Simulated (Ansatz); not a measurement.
Molecule: dibromo(dimethyl)silane, C$_{2}$H$_{6}$Br$_{2}$Si (charge 0, singlet). SMILES: C[Si](C)(Br)Br
Geometry: optimised at B3LYP-D3(BJ)/def2-TZVP (Ansatz, a first-principles code).

Wanted: vertical triplet-singlet gap (E(triplet) - E(singlet); each state is the SCF solution reached for its spin), in eV. Correlated levels leave the core frozen unless marked. UHF or UKS for open shells. Spin-orbit coupling is left out. The frozen core is the preceding noble-gas configuration, with the filled d and f shells of earlier blocks. No relativistic terms.  The program attaches cautions to a run behind CCSD/def2-SVPD: other roots. The program attaches cautions to a run behind CCSD/def2-TZVPPD: other roots. The program attaches cautions to a run behind CCSD(T)/def2-SVPD: other roots. The program attaches cautions to a run behind CCSD(T)/def2-TZVPPD: other roots.

```csv
level,program,vertical triplet-singlet gap (eV)
HF/def2-QZVPPD,Ansatz,6.76
RI-HF/def2-TZVPPD,Ansatz,6.77
SVWN5/def2-TZVPD,Ansatz,5.88
PBE/def2-TZVPD,Ansatz,5.82
r2SCAN/def2-TZVPD,Ansatz,6.18
B3LYP/def2-TZVPD,Ansatz,6.21
PBE0/def2-TZVPD,Ansatz,6.29
BHLYP/def2-TZVPD,Ansatz,6.67
CAM-B3LYP/def2-TZVPD,Ansatz,6.58
wB97M-V/def2-TZVPD,Ansatz,6.80
wB97X-V/def2-TZVPD,Ansatz,6.90
MP2/def2-QZVPPD,Ansatz,7.10
RI-MP2/def2-QZVPPD,Ansatz,7.10
SCS-MP2/def2-QZVPPD,Ansatz,7.17
CCSD/def2-SVPD,Ansatz,6.84
CCSD/def2-TZVPPD,Ansatz,6.87
CCSD/def2-QZVPPD,Ansatz,6.92
CCSD(T)/def2-SVPD,Ansatz,6.71
CCSD(T)/def2-TZVPPD,Ansatz,6.72
CCSD(T)/def2-QZVPPD,Ansatz,6.86
```
